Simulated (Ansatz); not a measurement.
Two structures of GeH$_{4}$S, singlet, reached by relaxing down either side of one saddle point (PBE0-D4/def2-TZVP). Energies are electronic, without zero-point energy. Program: Ansatz 0.2.0. Basis: def2-TZVPP and def2-QZVPP. Cores are frozen in the correlated methods. Filled d shells of the heavier atoms are correlated. The def2 sets are not built for correlating such inner shells, so the correlated values are less sure here. Extrapolation: Hartree–Fock as exp(−7.88 √X), correlation as X^−2.97. First:

```xyz
6
angstrom
Ge -0.3627 -0.5171 -1.3529
H 1.8019 0.6468 0.4850
S 0.8744 -0.2674 0.8177
H -1.1000 0.8617 -1.0466
H -1.3849 -1.3415 -0.4499
H 0.1715 0.6175 1.5466
```

Second:

```xyz
6
angstrom
Ge -0.0321 -1.0689 -0.7178
H -0.4643 1.6353 -0.9135
S 1.3353 -0.9626 1.0420
H 0.0008 1.5301 -1.4939
H -1.3141 -0.5925 0.1016
H 0.4745 -0.5414 1.9816
```

Q: Which bonds change from the first to the second?

A: GeH₄S ([SH2][GeH2]) → GeH₂S ([SH][GeH]) + H₂; bonds formed: H2–H4; bonds broken: Ge1–H4, H2–S3.

Q: Give the saddle point's structure and its height above each. (Judge from chemistry; the value comes from the calculation.)

A: The calculation gives: 0.639 eV above the first and 1.012 eV above the second (CCSD(T) at an estimated basis limit (MP2 extrapolated from triple and quadruple zeta, plus CCSD(T) − MP2 in triple zeta)).
```xyz
6
angstrom
Ge -0.2805 -0.7323 -1.1247
H 0.3927 0.7884 -0.2095
S 1.2722 -0.2433 0.7597
H -0.2351 0.9935 -1.0447
H -1.5073 -0.6718 -0.1163
H 0.3580 -0.1344 1.7356
```

The search had been set up for a insertion of a divalent centre (a silylene, a carbene or their kin) (forming Ge1–H2, Ge1–S3, breaking H2–S3); from that guess it ended on this step instead.

The T1 diagnostic stays at or below 0.015.

Labels in which every atom is bracketed show which atoms are joined, not bond orders.

For scale, one of the runs: CCSD(T)/def2-TZVPP, 146 basis functions, launched by `ansatz run in.yaml --threads 2 --pin off --events-out ev --progress --plain --max-ram 4352MiB`. Time: 13 s of wall clock on 2 CPU threads of an Arm Neoverse V2; the host was shared. Peak host memory: 0.83 GiB.
